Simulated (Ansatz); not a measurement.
Born–Oppenheimer molecular dynamics of F2H3NSi (7 atoms, charge 0, multiplicity 1). It starts from a rough guess of a transition structure, not a stationary point.

Theory: UKS B3LYP-D4/6-31G (Ansatz).

| Item | Value |
| --- | --- |
| ensemble | NVE (velocity Verlet) |
| time step | 0.5 fs |
| steps asked | 150 |
| starting velocities drawn for | 1000 K |
| seed | 17826 |

Frames 0.5 fs apart, positions in Å, forces in eV/Å.

Velocities at 30.0 fs (Å/ps):

```
Si -3.29 -2.88 -6.50
F -0.88 7.47 8.70
F -0.59 -2.30 3.86
H 67.11 81.36 -31.10
N 5.80 -6.62 -4.78
H 6.94 -36.00 17.32
H -35.42 29.54 24.64
```

```xyz
7
Properties=species:S:1:pos:R:3:forces:R:3 time_fs=30.0 energy_less_start_eV=-0.529 T=1815
Si -0.406 -1.371 -0.269 0.24 0.10 -3.13
F 1.174 -1.004 -1.235 -2.11 -0.76 1.43
F -1.491 -0.581 -1.544 1.35 -0.73 1.80
H 0.677 1.743 0.801 -1.03 -3.11 0.04
N 0.361 0.706 0.539 -0.55 6.85 3.40
H -0.266 0.840 -0.170 -1.18 -0.07 -3.06
H 1.049 0.088 0.691 3.29 -2.28 -0.48
7
Properties=species:S:1:pos:R:3:forces:R:3 time_fs=30.5 energy_less_start_eV=-0.242 T=1383
Si -0.408 -1.372 -0.272 0.29 0.07 -3.09
F 1.173 -1.000 -1.231 -2.12 -0.79 1.39
F -1.491 -0.583 -1.542 1.32 -0.71 1.76
H 0.710 1.780 0.785 -1.36 -3.83 -0.18
N 0.363 0.703 0.537 -1.03 8.51 3.54
H -0.264 0.822 -0.165 -1.47 0.07 -3.29
H 1.036 0.100 0.703 4.36 -3.32 -0.12
7
Properties=species:S:1:pos:R:3:forces:R:3 time_fs=31.0 energy_less_start_eV=-0.072 T=1124
Si -0.409 -1.373 -0.276 0.34 0.04 -3.03
F 1.173 -0.997 -1.226 -2.11 -0.83 1.34
F -1.491 -0.584 -1.540 1.30 -0.70 1.71
H 0.739 1.808 0.769 -1.61 -4.23 -0.30
N 0.366 0.702 0.536 -1.21 9.22 3.34
H -0.266 0.804 -0.168 -1.38 0.15 -3.14
H 1.032 0.104 0.715 4.67 -3.66 0.08
7
Properties=species:S:1:pos:R:3:forces:R:3 time_fs=31.5 energy_less_start_eV=-0.061 T=1102
Si -0.411 -1.375 -0.280 0.39 0.00 -2.95
F 1.171 -0.993 -1.221 -2.10 -0.86 1.28
F -1.491 -0.585 -1.538 1.26 -0.67 1.65
H 0.764 1.825 0.753 -1.79 -4.42 -0.36
N 0.369 0.703 0.535 -0.90 8.94 2.99
H -0.270 0.786 -0.178 -0.94 0.17 -2.62
H 1.040 0.100 0.726 4.07 -3.17 0.01
7
Properties=species:S:1:pos:R:3:forces:R:3 time_fs=32.0 energy_less_start_eV=-0.163 T=1252
Si -0.412 -1.376 -0.284 0.44 -0.03 -2.85
F 1.170 -0.990 -1.216 -2.07 -0.90 1.22
F -1.491 -0.587 -1.535 1.23 -0.63 1.59
H 0.785 1.833 0.735 -1.92 -4.46 -0.38
N 0.371 0.704 0.534 -0.21 7.94 2.59
H -0.277 0.769 -0.195 -0.28 0.19 -1.87
H 1.058 0.087 0.738 2.81 -2.10 -0.29
7
Properties=species:S:1:pos:R:3:forces:R:3 time_fs=32.5 energy_less_start_eV=-0.298 T=1456
Si -0.414 -1.378 -0.288 0.49 -0.08 -2.73
F 1.169 -0.987 -1.211 -2.04 -0.93 1.15
F -1.490 -0.588 -1.532 1.18 -0.59 1.51
H 0.801 1.829 0.717 -2.01 -4.39 -0.37
N 0.373 0.708 0.534 0.56 6.62 2.18
H -0.285 0.753 -0.216 0.45 0.22 -1.05
H 1.082 0.070 0.749 1.36 -0.85 -0.69
7
Properties=species:S:1:pos:R:3:forces:R:3 time_fs=33.0 energy_less_start_eV=-0.417 T=1641
Si -0.415 -1.379 -0.293 0.54 -0.13 -2.58
F 1.167 -0.984 -1.206 -2.00 -0.96 1.07
F -1.490 -0.590 -1.529 1.13 -0.54 1.43
H 0.813 1.815 0.698 -2.04 -4.18 -0.33
N 0.376 0.712 0.535 1.19 5.26 1.74
H -0.291 0.737 -0.239 1.12 0.28 -0.27
H 1.109 0.051 0.758 0.05 0.27 -1.06
7
Properties=species:S:1:pos:R:3:forces:R:3 time_fs=33.5 energy_less_start_eV=-0.513 T=1790
Si -0.417 -1.381 -0.298 0.59 -0.18 -2.43
F 1.164 -0.981 -1.201 -1.95 -0.99 0.99
F -1.489 -0.592 -1.526 1.08 -0.49 1.33
H 0.819 1.791 0.677 -1.99 -3.79 -0.25
N 0.378 0.717 0.535 1.58 3.95 1.29
H -0.295 0.721 -0.264 1.67 0.37 0.39
H 1.137 0.032 0.765 -0.97 1.13 -1.33
7
Properties=species:S:1:pos:R:3:forces:R:3 time_fs=34.0 energy_less_start_eV=-0.594 T=1916
Si -0.418 -1.382 -0.303 0.62 -0.24 -2.26
F 1.162 -0.978 -1.195 -1.90 -1.01 0.91
F -1.488 -0.593 -1.522 1.02 -0.43 1.24
H 0.821 1.758 0.657 -1.82 -3.12 -0.14
N 0.381 0.723 0.536 1.71 2.61 0.83
H -0.295 0.706 -0.287 2.07 0.48 0.93
H 1.163 0.016 0.768 -1.70 1.72 -1.50
7
Properties=species:S:1:pos:R:3:forces:R:3 time_fs=34.5 energy_less_start_eV=-0.663 T=2020
Si -0.419 -1.383 -0.308 0.65 -0.32 -2.09
F 1.159 -0.975 -1.190 -1.84 -1.03 0.83
F -1.487 -0.595 -1.519 0.97 -0.38 1.13
H 0.819 1.717 0.636 -1.44 -2.02 0.01
N 0.384 0.730 0.537 1.54 1.05 0.36
H -0.290 0.693 -0.308 2.32 0.59 1.33
H 1.184 0.004 0.768 -2.18 2.10 -1.58
7
Properties=species:S:1:pos:R:3:forces:R:3 time_fs=35.0 energy_less_start_eV=-0.696 T=2066
Si -0.421 -1.385 -0.314 0.66 -0.39 -1.92
F 1.157 -0.972 -1.184 -1.78 -1.03 0.75
F -1.486 -0.597 -1.515 0.90 -0.32 1.03
H 0.813 1.671 0.615 -0.77 -0.31 0.20
N 0.388 0.736 0.539 1.02 -0.94 -0.11
H -0.280 0.681 -0.326 2.44 0.70 1.62
H 1.200 -0.003 0.765 -2.47 2.30 -1.57
7
Properties=species:S:1:pos:R:3:forces:R:3 time_fs=35.5 energy_less_start_eV=-0.655 T=2000
Si -0.422 -1.387 -0.319 0.66 -0.48 -1.74
F 1.153 -0.970 -1.178 -1.71 -1.02 0.67
F -1.485 -0.599 -1.511 0.84 -0.27 0.92
H 0.805 1.625 0.594 0.28 2.12 0.39
N 0.391 0.743 0.540 0.11 -3.51 -0.54
H -0.263 0.671 -0.340 2.44 0.79 1.80
H 1.210 -0.004 0.757 -2.61 2.37 -1.50
```

Of the whole run (75 fs, mean temperature of the second half 2634 K): The conserved energy stayed within 2.6 meV per atom of its start (net change 0.24 meV per atom), so the integration is sound. The system heated up, since it started high on the potential surface and ran downhill. A run of 0.075 ps of so small a system gives no equilibrium averages. The orbitals stay closed-shell, which can raise the energy where a bond breaks towards radicals; this wasn't checked here. Limits of this set-up: no polarisation functions.

Time of the run: 5 min on 1 thread of Arm Neoverse V2, with other jobs on the host, peak memory 0.13 GiB.
